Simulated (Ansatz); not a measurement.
A run for Ansatz (a first-principles code): R-RI-MP2/cc-pVQZ on dimethyl selenide (SMILES C[Se]C), a point of a torsion scan. Files ending in .json are basis or fitting sets from the Basis Set Exchange. The run froze 16 orbitals, filled d shells among them.

Ansatz 0.2 input:
```yaml
crystal:
  periodic: [false, false, false]
  atoms:
    - {symbol: C, position_ang: [1.45865663, -0.07892442, 0.06373667]}
    - {symbol: Se, position_ang: [0.18492632, 0.35713722, -1.35370469]}
    - {symbol: C, position_ang: [-1.29872644, -0.72780014, -0.69217019]}
    - {symbol: H, position_ang: [1.90719015, -1.05020352, -0.13140386]}
    - {symbol: H, position_ang: [2.23086759, 0.68556325, 0.05761737]}
    - {symbol: H, position_ang: [0.93735699, -0.07399444, 1.01685304]}
    - {symbol: H, position_ang: [-0.98851018, -1.76876188, -0.64084780]}
    - {symbol: H, position_ang: [-2.12239510, -0.61906884, -1.39181131]}
    - {symbol: H, position_ang: [-1.59351171, -0.36656154, 0.29024724]}
basis:
  gaussian:
    orbitals: cc-pVQZ
    fitting: {mean_field: def2-universal-JKFIT, correlation: cc-pVQZ-RIFIT.json}
magnetization: {spin_polarized: false}
correlation: {method: mp2, electrons: outside_noble_gas}
scf: {lower_state_search: off}
```

It printed:

```
WARN ansatz: RAYON_NUM_THREADS=1 ignored (pool sized by the plan → 1); use --threads N
Functional definition: HF
these checks for a lower state are left out or cut short: stability, starts, cluster_reference, orbital_swaps, neighbouring_geometries, increment
integrals: 0.53 GiB planned
524 factors; integrals over basis functions are off by at most 3.9e0 eV
mean field: 0.82 GiB planned
mean field evaluation 1: about -67459.2035 eV, gradient 2.6e1 eV
mean field evaluation 2: about -67460.7856 eV, gradient 1.0e1 eV
mean field evaluation 4: about -67461.0741 eV, gradient 6.6e-1 eV
mean field -67461.07507104 eV, -2479.1487821018 hartree, gradient 1.5e-6 eV, S^2 0.000000; 0 other end points of the search recorded, 0 dependent functions left out
16 core orbitals not correlated
820 factors; their error is unknown
reference -67461.07507104 eV, -2479.1487821018 hartree; 10, 10 occupied and 332, 332 virtual orbitals, 820 factors
second order -15.09212342 eV of doubles, -0.00000000 eV of singles
Total energy: -67476.16719446 eV, -2479.7034074075 hartree
Checks for a lower state left out: stability, starts, cluster_reference, orbital_swaps, neighbouring_geometries, increment
```

The run converged.

Cost: very roughly 6 core-seconds.
